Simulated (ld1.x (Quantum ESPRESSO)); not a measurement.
## How hard is this niobium (Nb) TM potential?

Nb, norm-conserving Troullier–Martins (Kleinman–Bylander form), made with ld1.x (Quantum ESPRESSO) 7.5 (PBEsol, scalar-relativistic). Core [Ar] 3d10 4s2, reference 4p6 4d4 5s1 5p0. Waves: 5s (bound): rc 3.40 bohr; 4d (bound): rc 2.70 bohr; 4p (bound): rc 1.70 bohr. Local part: the p channel. Core correction: none.

The pseudo-atom Hamiltonian at the reference potential is diagonalised in spherical Bessel functions j_l(qr) that vanish at 20 bohr, with q² up to the cutoff. All-electron valence levels (Ry): 5s -0.2950, 4d -0.2246, 4p -2.5351, 5p -0.0798.

Task: How do the lowest levels (Ry) of each channel move with the cutoff, and are there ghosts?

Result:

```
cutoff (Ry)     s #1     s #2    s #3     d #1    d #2     p #1     p #2    p #3    f #1    f #2  Σ f·Δε (mRy)
          8  -1.5501  -0.2936  0.0068  -0.0239  0.0669  -2.0982  -0.0547  0.0572  0.1032  0.2226        3425.4
         12  -2.0062  -0.2949  0.0068  -0.1206  0.0575  -2.4244  -0.0724  0.0510  0.1032  0.2225        1080.6
         18  -2.0847  -0.2949  0.0068  -0.2059  0.0544  -2.5249  -0.0807  0.0485  0.1032  0.2225         136.0
         25  -2.0855  -0.2950  0.0068  -0.2227  0.0540  -2.5293  -0.0817  0.0482  0.1032  0.2225          42.2
         35  -2.0894  -0.2950  0.0068  -0.2245  0.0539  -2.5329  -0.0817  0.0482  0.1032  0.2225          13.3
         45  -2.0914  -0.2950  0.0068  -0.2245  0.0539  -2.5348  -0.0818  0.0482  0.1032  0.2225           1.9
         55  -2.0916  -0.2950  0.0068  -0.2246  0.0539  -2.5350  -0.0819  0.0482  0.1032  0.2225           0.9
         70  -2.0917  -0.2950  0.0068  -0.2246  0.0539  -2.5351  -0.0819  0.0482  0.1032  0.2225           0.5
        400  -2.0918  -0.2950  0.0068  -0.2246  0.0539  -2.5351  -0.0819  0.0482  0.1032  0.2225           0.0
```

Result: ghost state, extra bound levels that the all-electron valence spectrum of the same l lacks: s at -28.5 eV (a true bound ghost makes a file unfit for plane-wave use); 10 mRy is reached at 40 Ry and 1 mRy at 55 Ry.

1 of 7 tests not solved or not reliable.
